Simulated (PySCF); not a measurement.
A structure optimised at PBE-D3(BJ)/def2-SVP, used in a PySCF frequency run:

```xyz
9

S      0.8161     1.6521    -1.1157
Si     0.0000     0.0000     0.0000
S      1.6521    -0.8161     1.1157
S     -1.6521     0.8161     1.1157
S     -0.8161    -1.6521    -1.1157
H      1.9187     0.9549    -1.5161
H      0.9549    -1.9187     1.5161
H     -0.9549     1.9187     1.5161
H     -1.9187    -0.9549    -1.5161
```

Question: Write its SMILES, formula and point group.

Answer: S[Si](S)(S)S, H4S4Si, S4

Question: What are its rotational constants (standard atomic weights)?

Answer: 1.2767, 1.2767, 1.1133 GHz
